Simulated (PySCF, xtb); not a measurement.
SnFI, SMILES [F][Sn][I] (connectivity only; charge and spin as stated), neutral, multiplicity 1.

GFN2-xTB in xtb at its own geometry gives an orbital gap of 4.49 eV and a dipole moment of 9.32 D.

The structure is a stationary point at B3LYP-D3(BJ)/def2-TZVP. The def2 effective core potentials stand for the cores of I, Sn; spin–orbit coupling is left out.

Q: What does B3LYP/def2-TZVPD (PySCF) give? (An estimate is asked for; the answer gives what the named calculation found.)

A: gap 3.97 eV (levels -7.37 and -3.39 eV), dipole 3.31 D.
